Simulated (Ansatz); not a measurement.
H4PSi, SMILES [SiH3][PH], multiplicity 2.

Geometry optimised at PBE-D3(BJ)/def2-TZVP. The isomer is the one that the SMILES or the coordinates give; other isomers of the formula were not compared.

Two levels are set side by side: PBE/def2-TZVPD (Ansatz, a quantum-chemistry and plane-wave program) and PBE0/def2-TZVPD (Ansatz). Energy differences of separate SCF runs at the same geometry; the states with an electron removed or added have multiplicity 1 and 1. Differences are taken from unrounded values.

```json
[
 {"quantity": "vertical ionisation energy (eV)", "PBE0": "9.51"},
 {"quantity": "vertical electron affinity (eV)", "PBE0": "1.57"}
]
```

**Question.** What does PBE give, and how far is it from PBE0? (An estimate is asked for; the answer gives what the named calculation found.)

**Answer.** 
```json
[
 {"quantity": "vertical ionisation energy (eV)", "PBE": "9.32", "PBE minus PBE0": "-0.19"},
 {"quantity": "vertical electron affinity (eV)", "PBE": "1.62", "PBE minus PBE0": "0.05"}
]
```
